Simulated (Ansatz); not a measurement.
Cl6H2Si2Sn, SMILES `Cl[Si](Cl)(Cl)[SnH2][Si](Cl)(Cl)Cl`, relaxed with RKS PBE0-D4/def2-TZVP in Ansatz from a PBE-D4/def2-SVP geometry. The force threshold is 0.005 eV/Å; the program also tests the step.

Total charge 0; spin multiplicity 1. Sn takes the def2 core potential.

Start:

```xyz
11

Cl   -2.795    0.673   -1.006
Si   -0.945    1.603   -0.903
Cl    0.030    1.320   -2.712
Cl   -1.242    3.638   -0.623
Sn    0.449    0.552    0.994
Si    0.683   -1.925    0.322
Cl    1.655   -2.065   -1.504
Cl   -1.203   -2.766    0.125
Cl    1.752   -3.020    1.725
H     2.000    1.300    1.085
H    -0.383    0.690    2.498
```

Task: How much energy does the relaxation release, and in how many steps? (An estimate is asked.)

Result: Computed: 1.73 kcal/mol, in 6 steps.

Task: Which bonds change most? (An estimate is asked.)

Result: Computed: Si6–Cl8 from 2.074 to 2.042 Å; Si2–Cl3 from 2.074 to 2.042 Å; Cl1–Si2 from 2.074 to 2.041 Å; Si6–Cl7 from 2.074 to 2.041 Å.

Task: Give the relaxed structure. (Best estimate.)

Result: The calculation gave: 
```xyz
11

Cl   -2.792    0.742   -1.017
Si   -0.951    1.616   -0.905
Cl   -0.019    1.378   -2.706
Cl   -1.211    3.617   -0.578
Sn    0.434    0.533    0.957
Si    0.689   -1.937    0.329
Cl    1.672   -2.115   -1.452
Cl   -1.146   -2.809    0.136
Cl    1.742   -2.966    1.747
H     1.966    1.270    1.045
H    -0.385    0.671    2.443
```
